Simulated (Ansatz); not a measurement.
Ta(O)(F)(OH)2 (FH2O3Ta), SMILES [O]=[Ta]([OH])([OH])[F], multiplicity 1.

The structure is a stationary point at B3LYP-D3(BJ)/def2-SVP. The multiplicity is an assumed one; no other spin state was optimised. The structure was generated by enumeration; whether it is a known compound was not checked. The def2 effective core potentials stand for the cores of Ta; spin–orbit coupling is left out. Other conformers were not sampled.

Two levels are set side by side: PBE/def2-SVPD (Ansatz, a quantum-chemistry and plane-wave program) and PBE0/def2-SVPD (Ansatz). Energy differences of separate SCF runs at the same geometry; the states with an electron removed or added have multiplicity 2 and 2. Differences are taken from unrounded values.

```json
[
 {"quantity": "vertical ionisation energy (eV)", "PBE0": "11.74", "PBE": "11.37", "PBE minus PBE0": "-0.37"},
 {"quantity": "vertical singlet–triplet gap (eV)", "PBE0": "6.04", "PBE": "6.32", "PBE minus PBE0": "0.27"}
]
```
